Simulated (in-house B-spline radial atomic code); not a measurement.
Radial electron density of neutral tellurium, [Kr] 4d10 5s2 5p4. Level of theory: Dirac-Hartree-Fock, average of configuration, Fermi nucleus of rms radius 4.7423 fm; calculated with an all-electron radial atomic-structure program (B-spline basis).

Columns: r (bohr), 4πr²n(r) (electrons per bohr), bar.

```
 0.00113    2.261 #
  0.0014    3.269 ##
 0.00174    4.719 ##
 0.00215     6.69 ###
 0.00267    9.463 #####
 0.00331    13.18 #######
  0.0041    18.04 #########
 0.00509    24.29 ############
 0.00631    31.85 ################
 0.00783    40.59 #####################
 0.00971    49.81 #########################
   0.012    58.34 ##############################
  0.0149    65.04 #################################
  0.0185    68.23 ###################################
   0.023    67.24 ##################################
  0.0285    63.25 ################################
  0.0353    59.55 ##############################
  0.0438    60.43 ###############################
  0.0543    68.17 ###################################
  0.0673    79.66 ########################################
  0.0835    86.67 ############################################
   0.104    81.92 ##########################################
   0.128    69.42 ###################################
   0.159    61.01 ###############################
   0.198    65.64 #################################
   0.245    72.53 #####################################
   0.304    64.41 #################################
   0.377    42.04 #####################
   0.467    25.04 #############
   0.579    23.55 ############
   0.719    26.78 ##############
   0.891    22.88 ############
    1.11    13.92 #######
    1.37    7.407 ####
     1.7     4.53 ##
    2.11     3.41 ##
    2.61    2.415 #
    3.24    1.351 #
    4.02   0.5704 
    4.99   0.1743 
    6.18  0.03716 
    7.67 0.004913 
    9.51 0.0003684
```

On this grid the curve has 4 maxima, near 0.0185, 0.0835, 0.245, 0.719 bohr.

The 5p3/2 radial function P(r) = rR(r), positive near the nucleus, with its small component Q(r) (sign convention: Q ≈ (P' + κP/r)/2c):

| r (bohr) | P | Q |
| --- | --- | --- |
| 0.00215 | 0.0009323 | -8.945e-05 |
| 0.00331 | 0.00211 | -0.0002027 |
| 0.00509 | 0.004689 | -0.0004513 |
| 0.00783 | 0.01016 | -0.0009815 |
| 0.012 | 0.02105 | -0.002045 |
| 0.0185 | 0.04143 | -0.004071 |
| 0.0285 | 0.07379 | -0.007432 |
| 0.0438 | 0.1114 | -0.01187 |
| 0.0673 | 0.1245 | -0.01538 |
| 0.104 | 0.05772 | -0.01371 |
| 0.159 | -0.09556 | -0.004398 |
| 0.245 | -0.1869 | 0.00658 |
| 0.377 | 0.001658 | 0.007108 |
| 0.579 | 0.284 | -0.001543 |
| 0.891 | 0.142 | -0.005073 |
| 1.37 | -0.3723 | -0.001121 |
| 2.11 | -0.6735 | 0.002109 |
| 3.24 | -0.5194 | 0.00196 |
| 4.99 | -0.2076 | 0.0007527 |
| 7.67 | -0.03716 | 0.0001271 |
